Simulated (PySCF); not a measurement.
Species: C8H9ClOSi.
SMILES with atom numbers: `[CH3:1][c:2]1[cH:3][c:4]([SiH3:5])[cH:6][c:7]([C:8](=[O:9])[Cl:10])[cH:11]1`

NICS = −σ at a ghost point: NICS(0) at the centroid of the ring atoms, NICS(1) 1 Å to either side along the normal of their mean plane, zz for the tensor component along that normal. Level: GIAO PBE0/pcSseg-1 (PySCF, non-relativistic, gas phase) on the GFN2-xTB geometry, one conformer.

Ring bond lengths (Å), with Mayer bond orders in brackets: C2–C3 1.391 (1.40), C3–C4 1.391 (1.42), C4–C6 1.387 (1.43), C6–C7 1.397 (1.39), C7–C11 1.394 (1.34), C11–C2 1.386 (1.40).

Give the NICS values of each ring in ppm.

```json
{"ring": "C2–C3–C4–C6–C7–C11", "type": "6-membered carbocycle; formal bonds all aromatic", "NICS(0)": "-7.9", "NICS(1), two faces": "-11.0 / -11.1", "NICS(1)zz, two faces": "-26.0 / -26.2", "rms pucker (Å)": "0.00", "centre to ring atoms, mean (Å)": "1.39"}
```

What do they say, and how far can they be read as aromaticity?

- C2–C3–C4–C6–C7–C11: mean NICS(1)zz -26.1 ppm, shielded. For a flat ring without four-coordinate atoms the NICS criterion counts such a value as aromatic.

And the bond-length index? HOMA = 1 − mean of α(R − Ropt)² over the ring bonds, with Krygowski's 1993 parameters (CC: Ropt 1.388 Å, α 257.7 Å⁻²).

- C2–C3–C4–C6–C7–C11: HOMA 0.99 = 1 − EN − GEO, with mean bond length 1.391 Å, EN = α(Ropt − mean)² = 0.002 and GEO = α × variance = 0.004. The geometric and the magnetic index point the same way.

How shielded are the nuclei of the rings and their hydrogens (means over atoms taken as equivalent)?

| atoms | environment | σ isotropic (ppm) | principal values of the symmetric part, first atom (ppm) |
| --- | --- | --- | --- |
| C2 | substituted aromatic carbon | 42.8 | -59.0, 12.1, 175.4 |
| C3 | aromatic CH carbon | 37.4 | -73.6, 32.8, 153.2 |
| C4 | substituted aromatic carbon | 50.3 | -46.2, 7.1, 189.9 |
| C6 | aromatic CH carbon | 44.5 | -64.4, 22.1, 175.7 |
| C7 | substituted aromatic carbon | 51.9 | -36.8, 40.7, 151.8 |
| C11 | aromatic CH carbon | 44.6 | -48.4, 22.1, 160.2 |
| H on C3 | aromatic hydrogen | 23.76 | 19.6, 21.8, 29.8 |
| H on C6 | aromatic hydrogen | 23.24 | 18.1, 22.2, 29.4 |
| H on C11 | aromatic hydrogen | 23.15 | 17.9, 20.8, 30.7 |

The run took 54 s wall on Arm Neoverse V2, one thread (shared host), and the process peaked at 1.1 GiB of memory. This is the whole shielding run at PBE0/pcSseg-1, SCF included.

The values belong to the conformer `[CH3:1][c:2]1[cH:3][c:4]([SiH3:5])[cH:6][c:7]([C:8](=[O:9])[Cl:10])[cH:11]1`: C6–C7–C8–O9 0°.
